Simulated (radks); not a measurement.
As, configuration [Ar] 3d10 4s2 4p3. Calculated with a radial shooting solver on a logarithmic mesh with Libxc functionals: scalar-relativistic Kohn-Sham, Slater X-alpha with alpha = 0.912, spin-polarised, spherical densities, finite nucleus; open shells are filled with parallel spins first; Fermi nuclear charge, rms radius 4.0968 fm. Some entries of the table are withheld. Estimate them.

orbital  occ.  eigenvalue (hartree)  <r> (bohr)
1s up       1             -433.4729     0.04543
1s down     1             -433.4660     0.04543
2s up       1             -55.44538      0.2020
2s down     1             -55.44281      0.2020
2p up       3             -48.84884      0.1761
2p down     3             -48.84382      0.1761
3s up       1              -7.24713      0.5939
3s down     1              -7.23885      0.5934
3p up       3              -5.17218      0.6104
3p down     3              -5.16195      0.6092
3d up       5              -1.71790      0.6627
3d down     5              -1.70051      0.6550
4s up       1                   (1)       1.886
4s down     1                   (2)       1.865
4p up       3              -0.28395         (3)
4p down     0              -0.12734         (4)

Answer. 
(1) 4s up eigenvalue (hartree): -0.64494
(2) 4s down eigenvalue (hartree): -0.49202
(3) 4p up <r> (bohr): 2.363
(4) 4p down <r> (bohr): 2.495
